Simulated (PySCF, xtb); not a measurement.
B(Cl)(OH)(SH) (BClH2OS), SMILES OB(S)Cl.

GFN2-xTB (xtb) at its own geometry gives an orbital gap of 4.90 eV and a dipole moment of 3.29 D.

Geometry optimised at B3LYP-D3(BJ)/def2-SVP. One conformer was computed; it need not be the lowest.

**Question.** What does PySCF with r2SCAN/def2-TZVPD give? (The exact figures need the calculation; the answer reports its results.)

**Answer.** gap 6.16 eV (levels -7.02 and -0.86 eV), dipole 1.66 D.
